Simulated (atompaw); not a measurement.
chlorine (Cl): one change to a PAW (atompaw) potential, before and after

chlorine, PAW, made with atompaw 4.2.0.5 (PBE, non-relativistic). Core [Ne], reference 3s2 3p3 (charge +2). Waves: 3s (bound): rc 1.35 bohr; 3s channel at -2.8 Ry: rc 1.35 bohr; 3p (bound): rc 1.35 bohr; 3p channel at -0.35 Ry: rc 1.25 bohr. Local part: bessel scheme, radius 1.15 bohr. Core correction: smooth core density matched at 1.00 bohr. Augmentation charge: besselshape compensation charge, radius 1.10 bohr; PAW radius 1.35 bohr; waves and projectors: custom rrkj gramschmidtortho.

All-electron outer shells of the reference configuration (PBE, non-relativistic, ld1.x):

```csv
shell,level (eV),outermost node (bohr),outermost maximum (bohr)
3s,-44.72,0.56,1.26
3p,-31.69,0.53,1.36
```

Change: augmentation besselshape compensation charge, radius 1.10 bohr; PAW radius 1.35 bohr; waves and projectors: custom polynom vanderbiltortho.

Cutoffs: the cutoffs (Ry, on a coarse ladder) from which the occupation-weighted sum of valence levels, in a spherical-Bessel basis at the reference potential, stays within 10 and 1 mRy of its value at 400 Ry; they do not see the model core or the augmentation charge, which bear on the density cutoff.

What does the change do?

The potential gets harder (25 Ry and 45 Ry → 30 Ry and 50 Ry); neither file shows a bound ghost.

```tsv
quantity	base	changed
cutoff, loose	25 Ry	30 Ry
cutoff, tight	45 Ry	50 Ry
loose cutoff by channel (10 mRy a level)	s 15 Ry, p 18 Ry	s 25 Ry, p 15 Ry
bound ghosts	none	none
s: phases at 1.35 bohr within 0.05 rad from the reference energy up to (Ry; the scan ends near 5)	to the end of the scan	to the end of the scan
p: phases at 1.35 bohr within 0.05 rad from the reference energy up to (Ry; the scan ends near 5)	to the end of the scan	to the end of the scan
lowest overlap eigenvalue by channel	s 0.45, p 0.89	s 0.30, p 0.99
```

 The cutoffs see the waves, projectors and local potential, not the compensation charge or the core.
